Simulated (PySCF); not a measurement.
# Cr: excitation energy

Cr [Ar] 3d5 4s1 (7S) → Cr [Ar] 3d6 (5D), as a difference of total energies. Calculation: PySCF 2.14, in aug-cc-pVQZ-DK; scalar relativity by spin-free X2C-1e. The calculations carry no spin-orbit coupling.

| method | excitation energy (cm⁻¹) |
| --- | --- |
| LDA | 33706 |
| PBE | 33515 |
| BP86 | 32609 |
